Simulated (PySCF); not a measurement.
Values are calculated unless marked as measured or tabulated.
## Si3BH9(+)

Si3BH9(+) is a small molecule, charge +1, doublet. The structure, one conformer, was relaxed in the gas phase by PBE0-D3(BJ)/def2-SVP. No frequency run checks that it is a minimum.

SMILES: [SiH3]B([SiH3])[SiH3] (charge +1)

Coordinates in Å:
```
B1      0.093    0.122   -0.090
Si2     1.351    1.445   -0.926
Si3    -0.550   -1.745   -0.768
Si4    -0.894    0.206    1.751
H5      1.303    1.299   -2.408
H6      0.987    2.816   -0.469
H7      2.671    1.012   -0.370
H8     -1.272   -1.213   -1.964
H9     -1.388   -2.573    0.128
H10     0.805   -2.310   -1.044
H11     0.303    0.537    2.580
H12    -1.645   -0.986    2.206
H13    -1.754    1.372    1.381
```

EPR values by unrestricted B3LYP, IGLO-III on B Si, pcH-1 on H.

**Question.** Predict g and the largest hyperfine couplings. Where does the spin sit?

**Answer.** g = 2.0028, 2.0029, 2.0059. The spin sits on B1 (51 %, bonded to 3 Si) by Mulliken populations.
```tsv
atom	isotope	isotropic (MHz)	dipolar, principal values (MHz)
H11	1H	93.4	-5.5, 1.1, 4.4
H10	1H	90.6	-5.4, 1.1, 4.3
H8	1H	78.9	-5.4, 1.1, 4.3
Si4	29Si	-20.4	-60.6, 28.5, 32.1
H13	1H	75.0	-5.4, 1.0, 4.4
Si3	29Si	-19.5	-59.7, 28.0, 31.7
```

**Question.** How do the isotropic couplings move with BHandHLYP?

**Answer.** H11 93.4 to 93.8 MHz, H10 90.6 to 90.9 MHz, H8 78.9 to 79.7 MHz, Si4 -20.4 to -18.1 MHz.

The 2 runs behind this took 2.6 min in all, one thread each of Arm Neoverse N1 on a shared host, launched as `OMP_NUM_THREADS=1 python cluster_run.py task.json out`.
